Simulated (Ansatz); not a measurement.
CH₄ClGeNO at its PBE0-D4/def2-TZVP geometry, where that method's forces vanish. The species carries charge 0 and has multiplicity 1. The bonds changed during the relaxation, so this is another structure than the one it started from.

```xyz
9

N     0.9024    0.1154    1.0104
C     0.1224   -0.9033    0.7089
O    -0.7679   -0.8953   -0.1507
Ge   -1.7073    0.7071   -1.0908
Cl    0.2154    1.9305   -1.4487
H     0.8626    0.9573    0.4326
H     1.6209    0.0109    1.7044
H     0.2866   -1.8214    1.2847
H    -1.5352   -0.1011   -2.4507
```

Task: What forces (eV/Å) does PBE-D4/def2-TZVPP give on these atoms in Ansatz? (An estimate is asked.)

Result: The calculation gave: 
```
N1   0.201  0.270  0.172
C2   0.301 -0.337  0.410
O3  -0.757 -0.185 -0.665
Ge4 -0.238  0.134  0.158
Cl5  0.178  0.144 -0.044
H6  -0.019  0.328 -0.232
H7   0.265 -0.023  0.249
H8   0.044 -0.217  0.142
H9   0.024 -0.115 -0.190
```
